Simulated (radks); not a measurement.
Results of a calculation; reference values are marked as such.
Ho2+, 65 electrons, occupied as [Kr] 4d10 4f11 5s2 5p5 6s1 (not the ground configuration).

Code: a radial shooting solver on a logarithmic mesh with Libxc functionals. Model: scalar-relativistic Kohn-Sham, PBE, spin-polarised, spherical densities, point nucleus; open shells are filled with parallel spins first (spin-orbit coupling, left out, can overturn this in heavy ions).

Energy parts (eV):
| part | energy |
|---|---|
| total | -343266.33 |
| kinetic | 371285.17 |
| electron-nucleus | -840040.59 |
| Hartree | 132830.07 |
| exchange-correlation | -7340.99 |

Orbitals (lengths in bohr, moments of r in powers of bohr; r(90%) holds 90 % of the orbital's charge):
| orbital | occ. | eigenvalue (eV) | r(90%) |
|---|---|---|---|
| 1s up | 1 | -55520.99 | 0.0376 |
| 1s down | 1 | -55520.90 | 0.0376 |
| 2s up | 1 | -9302.929 | 0.136 |
| 2s down | 1 | -9302.856 | 0.136 |
| 2p up | 3 | -8243.125 | 0.127 |
| 2p down | 3 | -8243.036 | 0.127 |
| 3s up | 1 | -2093.132 | 0.337 |
| 3s down | 1 | -2091.870 | 0.337 |
| 3p up | 3 | -1769.327 | 0.342 |
| 3p down | 3 | -1768.060 | 0.342 |
| 3d up | 5 | -1358.663 | 0.323 |
| 3d down | 5 | -1357.682 | 0.323 |
| 4s up | 1 | -430.1630 | 0.746 |
| 4s down | 1 | -427.4324 | 0.746 |
| 4p up | 3 | -323.6714 | 0.801 |
| 4p down | 3 | -320.9679 | 0.801 |
| 4d up | 5 | -179.9068 | 0.898 |
| 4d down | 5 | -177.2014 | 0.898 |
| 5s up | 1 | -70.8700 | 1.82 |
| 5s down | 1 | -68.5630 | 1.83 |
| 5p up | 3 | -45.6765 | 2.16 |
| 5p down | 2 | -43.6152 | 2.18 |
| 4f up | 7 | -23.7890 | 1.42 |
| 4f down | 4 | -21.1293 | 1.45 |
| 5d up | 0 | -17.3188 | 3.46 |
| 6s up | 1 | -17.2233 | 4.57 |
| 6s down | 0 | -15.8252 | 4.55 |
| 5d down | 0 | -15.7385 | 3.50 |
| 6p up | 0 | -12.2828 | 5.59 |
| 6p down | 0 | -10.8432 | 5.61 |

The highest occupied level is 6s up at -17.223 eV. The configuration is held as typed, so some empty levels lie below it. The density falls to 0.001 e/bohr^3 at r = 4.16 bohr. Summed over all electrons, <r^2> = 45.19 bohr^2, which gives a Langevin (diamagnetic) susceptibility term of -35.8 x 10^-6 cm^3/mol.
